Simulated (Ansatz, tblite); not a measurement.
Cost and result up the ladder for `CN(C)c1ccc(-c2ccc(-c3ccc(-c4ccc(C#N)nc4)nc3)nc2)nc1` (47 atoms). Total charge 0; singlet. Geometry: PBE-D4/def2-SVP.

```tsv
atom	x (Å)	y (Å)	z (Å)
C1	-1.653	-7.178	-3.791
N2	-2.027	-6.908	-2.416
C3	-2.707	-7.921	-1.633
C4	-1.738	-5.687	-1.850
C5	-2.082	-5.367	-0.509
C6	-1.758	-4.114	0.007
C7	-1.090	-3.163	-0.797
C8	-0.711	-1.820	-0.311
C9	-0.996	-1.342	0.986
C10	-0.594	-0.060	1.362
C11	0.100	0.750	0.435
C12	0.570	2.116	0.757
C13	1.329	2.845	-0.184
C14	1.777	4.127	0.128
C15	1.463	4.684	1.389
C16	1.910	6.036	1.801
C17	2.716	6.869	0.997
C18	3.092	8.129	1.465
C19	2.646	8.528	2.744
C20	3.016	9.825	3.259
N21	3.334	10.884	3.652
N22	1.874	7.751	3.534
C23	1.527	6.550	3.068
N24	0.727	3.995	2.291
C25	0.302	2.771	1.984
N26	0.377	0.299	-0.811
C27	-0.012	-0.925	-1.162
N28	-0.762	-3.466	-2.074
C29	-1.064	-4.656	-2.578
H30	-1.970	-8.202	-4.061
H31	-0.553	-7.110	-3.948
H32	-2.137	-6.473	-4.504
H33	-2.123	-8.215	-0.730
H34	-2.851	-8.826	-2.250
H35	-3.710	-7.581	-1.287
H36	-2.599	-6.095	0.130
H37	-2.031	-3.882	1.047
H38	-1.535	-1.968	1.713
H39	-0.815	0.302	2.376
H40	1.547	2.369	-1.151
H41	2.368	4.688	-0.609
H42	3.058	6.541	0.005
H43	3.719	8.801	0.862
H44	0.897	5.916	3.714
H45	-0.298	2.270	2.764
H46	0.227	-1.263	-2.184
H47	-0.762	-4.825	-3.625
```

Ansatz on 2 threads of AMD EPYC 7R13 on a shared host and a share (18 GiB) of an NVIDIA H100 80GB HBM3; xTB runs through tblite on one thread. Times are rough, summed over both states, and most runs start from the orbitals of an earlier one. PBE0-D4/def2-TZVP serves as the yardstick here, not as an exact answer. The other state is a triplet.

The xTB rows come from tblite. Single mean-field runs in def2-TZVP are fitted with def2-universal-jkfit.

xTB has no spin-polarisation term.

```json
{"level": "GFN2-xTB", "functions": "134", "wall time": "0.24 s", "vertical triplet (eV)": "1.99", "difference from PBE0-D4/def2-TZVP (eV)": "-0.50"}
{"level": "GFN1-xTB", "functions": "152", "wall time": "0.25 s", "vertical triplet (eV)": "2.19", "difference from PBE0-D4/def2-TZVP (eV)": "-0.31"}
{"level": "PBE-D4/def2-TZVP (with forces)", "functions": "1007", "wall time": "27 s", "vertical triplet (eV)": "2.13", "difference from PBE0-D4/def2-TZVP (eV)": "-0.37"}
{"level": "PBE0-D4/def2-TZVP", "functions": "1007", "wall time": "31 s", "vertical triplet (eV)": "2.50", "difference from PBE0-D4/def2-TZVP (eV)": "0.00"}
```
